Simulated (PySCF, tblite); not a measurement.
Isomers of C7H14F2Si. Method: GFN2-xTB as coded in tblite; computed harmonic values from a numerical Hessian at the method's own geometry, unscaled. This tight-binding method is rough: wavenumbers can miss measured ones by several per cent, in bad cases by 10 to 20. Modes of hydrogen on silicon can be 10 to 20 % off. One conformer each.

Electronic energies: PBE0/pcSseg-1 single points on the GFN2-xTB geometries (PySCF, gas phase).

```json
{"SMILES": "C=C(C(F)F)[Si@@H](C)CCC", "electronic energy, lowest = 0 (kJ/mol)": "46.5"}
{"SMILES": "CC(C)(C)[C@H]([SiH3])/C(F)=C/F", "electronic energy, lowest = 0 (kJ/mol)": "157.0"}
{"SMILES": "C[C@@]1(F)CC[SiH2]C[C@@H](F)C1", "electronic energy, lowest = 0 (kJ/mol)": "0.0"}
```

Problem. How do GFN2-xTB zero-point energies change the relative energies?

Solution. 
```tsv
SMILES	ZPE (kJ/mol)	of it from modes above 1550 cm⁻¹	electronic (kJ/mol)	with ZPE, lowest = 0 (kJ/mol)	lowest mode (cm⁻¹)	rings
C[C@@]1(F)CC[SiH2]C[C@@H](F)C1	510.8	241.6	0.0	0.0	62	1
C=C(C(F)F)[Si@@H](C)CCC	504.1	257.6	46.5	39.8	24	0
CC(C)(C)[C@H]([SiH3])/C(F)=C/F	496.2	250.9	157.0	142.3	39	0
```

The zero-point energies span 14.6 kJ/mol, from `CC(C)(C)[C@H]([SiH3])/C(F)=C/F` to `C[C@@]1(F)CC[SiH2]C[C@@H](F)C1`. The order is unchanged.

Problem. And how do the electronic energies of GFN2-xTB itself compare?

Solution. `C[C@@]1(F)CC[SiH2]C[C@@H](F)C1` 0.0; `C=C(C(F)F)[Si@@H](C)CCC` 145.0; `CC(C)(C)[C@H]([SiH3])/C(F)=C/F` 88.5 kJ/mol, lowest = 0. Against the energies above, taken from the same isomer `C[C@@]1(F)CC[SiH2]C[C@@H](F)C1`, the largest difference is 98.5 kJ/mol.
